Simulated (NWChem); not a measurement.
C2H3NO2Si; SMILES O=C1C=N[SiH2]O1

```xyz
9

O     -0.2147     2.2922     0.0000
C     -0.0729     1.1081     0.0000
C      1.2644     0.3701     0.0000
N      1.2673    -0.9007     0.0000
Si    -0.4418    -1.3810     0.0000
O     -1.0788     0.2068     0.0000
H      2.1805     0.9830     0.0000
H     -0.8334    -2.1034     1.2330
H     -0.8334    -2.1034    -1.2330
```
Atoms are numbered in this order, from 1.

All runs: NWChem. Medium grid unless said otherwise, to which SCAN and Minnesota functionals are sensitive. Structure relaxed at the PBE0/def2-SVP level. B3LYP is NWChem's, with the RPA form of VWN correlation. Total energies of different functionals are on different scales.

```json
[
 {"level": "PBE/def2-SVP", "energy (Ha)": "-571.9817", "highest occupied level (eV)": "(withheld)", "orbital gap (eV)": "(withheld)", "dipole (D)": "(withheld)"},
 {"level": "B3LYP/def2-SVP", "energy (Ha)": "-572.4567", "highest occupied level (eV)": "-7.49", "orbital gap (eV)": "4.98", "dipole (D)": "2.57"},
 {"level": "Hartree-Fock/def2-SVP", "energy (Ha)": "-570.3221", "highest occupied level (eV)": "-11.85", "orbital gap (eV)": "13.48", "dipole (D)": "2.88"},
 {"level": "r2SCAN/def2-SVP", "energy (Ha)": "-572.2665", "highest occupied level (eV)": "-6.55", "orbital gap (eV)": "3.28", "dipole (D)": "2.56"},
 {"level": "PW6B95/def2-SVP", "energy (Ha)": "-573.0307", "highest occupied level (eV)": "-7.92", "orbital gap (eV)": "5.69", "dipole (D)": "2.59"},
 {"level": "CAM-B3LYP/def2-SVP", "energy (Ha)": "-572.3318", "highest occupied level (eV)": "-9.19", "orbital gap (eV)": "8.11", "dipole (D)": "2.60"}
]
```

Problem. What belongs in the gaps?

Solution. 
- PBE/def2-SVP, highest occupied level (eV): -6.14
- PBE/def2-SVP, orbital gap (eV): 2.85
- PBE/def2-SVP, dipole (D): 2.43
